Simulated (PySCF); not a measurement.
## [Yb(P5)]2+ at several levels of theory

Computed with PySCF 2.14.0 (density fitting, no spin-orbit coupling) at the geometry relaxed with r2SCAN:

```xyz
6
[Yb(P5)]2+ (singlet in the valence; each metal's 4f electrons, 13 of them, lie in its core potential, out of spins and levels)
Yb    0.0000    0.0000   -1.0255
P     1.8387    0.0000    1.1588
P     0.5682    1.7487    1.1588
P    -1.4876    1.0808    1.1588
P    -1.4875   -1.0808    1.1588
P     0.5682   -1.7487    1.1588
```

```tsv
level	basis	state	HOMO (eV)	gap (eV)	charge on Yb1 (e)	population of f-type functions on Yb1 (polarisation alone where 4f lies in the core)	dipole about the centre of mass (D)	largest force component (eV/Å)
r2SCAN	Yb lcecp-1-SVP with ECP59, P def2-SVP	singlet	-15.38	1.43	1.31	0.01	3.32	0.01
BLYP	the same	singlet	-14.89	1.15	1.06	0.01	2.42	0.73
M06-L	the same	singlet	-15.28	1.41	1.48	0.01	3.85	0.38
TPSSh	the same	singlet	-15.60	1.97	1.29	0.01	3.26	0.07
r2SCAN	Yb lcecp-1-TZVP with ECP59, P def2-TZVP	singlet	-15.01	1.39	1.55	0.02	2.92	0.43
```

In the lcecp rows the 4f levels are missing from HOMO and gap, and the state counts the valence alone.

Charges are Mulliken's, which hang on the basis. The relaxation used the grid (50, 194), these runs (75, 302) or, all-electron (x2c bases, spin-free X2C Hamiltonian), (99, 590).

What does BP86 with Yb lcecp-1-SVP with ECP59, P def2-SVP give here?

state singlet, HOMO (eV) -15.24, gap (eV) 1.17, charge on Yb1 (e) 1.13, population of f-type functions on Yb1 (polarisation alone where 4f lies in the core) 0.01, dipole about the centre of mass (D) 2.68, largest force component (eV/Å) 0.41. Time: 9.4 s on 2 threads of Arm Neoverse V1 (shared host), from an already converged density.

In the first row's basis the gap widens with exact exchange: 1.2 to 1.4 eV for BLYP, BP86, M06-L, r2SCAN (none); 2.0 eV for TPSSh (a fixed share).

No frequency check is given that shows the relaxed geometry to be a minimum. An lcecp potential fixes the number of 4f electrons, so in runs with it no electron can move into or out of that shell.

Small gap, closed shell not tested for a spin-broken solution: TPSSh.
